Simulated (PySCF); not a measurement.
PBE on K⁻ (potassium, charge -1), [Ar] 4s2, closed-shell 1S. Computed with PySCF 2.14 in dyall-acv3z (25s18p7d3f, 135 functions), with the non-relativistic Hamiltonian (point nucleus).

```
cycle= 1 E= -599.727520721347  delta_E= -0.0109  |g|= 0.0301  |ddm|= 0.373
cycle= 2 E= -599.725443165043  delta_E= 0.00208  |g|= 0.0397  |ddm|= 0.907
cycle= 3 E= -599.729200066707  delta_E= -0.00376  |g|= 0.00325  |ddm|= 0.727
cycle= 4 E= -599.729239691521  delta_E= -3.96e-05  |g|= 0.00116  |ddm|= 0.0959
cycle= 5 E= -599.729247352241  delta_E= -7.66e-06  |g|= 0.00028  |ddm|= 0.0284
cycle= 6 E= -599.729247835236  delta_E= -4.83e-07  |g|= 4e-05  |ddm|= 0.00965
cycle= 7 E= -599.729247845209  delta_E= -9.97e-09  |g|= 3.08e-06  |ddm|= 0.000983
cycle= 8 E= -599.72924784527  delta_E= -6.1e-11  |g|= 3.83e-07  |ddm|= 0.000125
converged SCF energy = -599.72924784527  <S^2> = -5.3290705e-15  2S+1 = 1
```

Highest occupied orbital energy: 0.693 eV; ⟨L²⟩ = 0.00; populations by l: s 8.00, p 12.00, d 0.00, f 0.00.

(1) Can this result be used?

## Answers

(1) With care. The calculation finished and met its thresholds. At PBE the highest occupied level has a positive energy, so only the finite basis holds that electron; in a semilocal or global hybrid functional this comes from self-interaction and does not mean that the real anion is unbound.
